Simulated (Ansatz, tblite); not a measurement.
Cost and result up the ladder for the cluster Tl₂I⁺ (3 atoms). Charge 1, multiplicity 1. Geometry: PBE0-D4/def2-SVP.

```xyz
3

Tl   -2.791   -0.214    0.987
Tl    2.918   -0.136   -0.525
I    -0.127    0.350   -0.462
```

Ansatz on 4 threads of Intel Xeon on a shared host; xTB runs through tblite on one thread. Times are rough, summed over both states, and most runs start from the orbitals of an earlier one. ωB97M-V/def2-TZVP serves as the yardstick here, not as an exact answer. The other state is a quintet at its own geometry.

In the def2 sets I, Tl take a core potential; there is no spin–orbit coupling. The xTB rows come from tblite. HSE06 is defined as in plane-wave codes, on full-range PBE exchange. Correlated methods freeze 12 core orbitals; core or outer-core shells of Tl, I are correlated, in sets that lack core-valence functions. The structure comes from a short search, and lower isomers may exist.

Run but left out: GFN2-xTB (tight binding far off the other levels).

xTB has no spin-polarisation term.

```csv
level,functions,wall time,quintet − singlet (eV),difference from ωB97M-V/def2-TZVP (eV)
GFN1-xTB,17,0.011 s,11.95,3.93
LDA (SPW92)/def2-TZVP,150,4.9 s,7.69,-0.33
PBE-D4/def2-TZVP,150,7.8 s,7.71,-0.30
BLYP-D4/def2-TZVP,150,8.7 s,7.97,-0.05
PBE0-D4/def2-TZVP,150,14 s,7.76,-0.26
r2SCAN-D4/def2-TZVP (with forces),150,15 s,7.60,-0.42
HSE06-D4/def2-TZVP,150,15 s,7.74,-0.27
BHLYP-D4/def2-TZVP,150,19 s,8.00,-0.01
MP2/def2-TZVP,150,21 s,8.72,0.70
RPA@PBE/def2-TZVP,150,23 s,7.88,-0.14
ωB97M-V/def2-TZVP,150,64 s,8.01,0.00
```
